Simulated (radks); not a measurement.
These are the eigenvalues of the occupied orbitals of an atom or ion with whole-number occupations (hartree). Method: non-relativistic Kohn-Sham, Wu-Cohen GGA, spin-unpolarised, spherical densities, point nucleus; computed with a radial shooting solver on a logarithmic mesh with Libxc functionals.

1s: -93.70688

Which element is it, and in what charge state? The configuration may be excited.

Answer. Z = 14, silicon, charge +13: Si13+ in 1s1. The 1s level, -93.707 hartree, gives Z - s = 13.7 by -(Z - s)^2/2, which with screening narrows Z to a few neighbours, and the depths must fix Z and the occupations together.
